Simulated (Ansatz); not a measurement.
Basis-set extrapolation for AlBH7NSi (PBE0-D4/def2-TZVP geometry, frozen core, the Gaussian-basis code of Ansatz). Multiplicity 1, RHF reference.

```csv
,def2-TZVPP,def2-QZVPP
HF,-614.093286,-614.113531
MP2 correlation,-0.546719,-0.583626
CCSD(T) correlation,-0.622094,not run
```

Energies in hartree. Use E(X) = E(∞) + A·exp(−7.88·√X) for Hartree–Fock and E(X) = E(∞) + B·X^(−2.97) for correlation, with X = 3 and 4, and add CCSD(T) minus MP2 of the smaller set to the MP2 limit.

Q: What is the CCSD(T) energy at the basis-set limit?

A: HF limit: -614.113531 + (-0.020245) × 0.13774 = -614.11632. MP2 limit: -0.583626 + (-0.036907) × 0.74074 = -0.61096. Higher-order term: -0.622094 − (-0.546719) = -0.07538. Total: -614.80266 hartree, 2.38 eV below CCSD(T)/def2-TZVPP.
